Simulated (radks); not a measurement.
Task: The mean radii <r> (bohr) of the occupied orbitals of an atom or ion are listed with their occupations. Method: non-relativistic Kohn-Sham, B86b exchange with PBE correlation, spin-polarised, spherical densities, point nucleus; computed with a radial shooting solver on a logarithmic mesh with Libxc functionals.

orbital  occ.     <r>
1s up       1  0.2708
1s down     1  0.2704
2s up       1   1.453
2s down     1   1.475
2p up       1   1.484

Name the element and its charge. Open shells, if any, are filled with parallel spins first.

Result: Z = 6, carbon, charge +1: C+ in [He] 2s2 2p1. The 1s radius gives Z: for a bare nucleus <r> = 1.5/Z, 0.25 bohr for Z = 6, and screening makes it slightly larger (0.2708 here). The occupations add up to 5, and the charge is Z minus that.
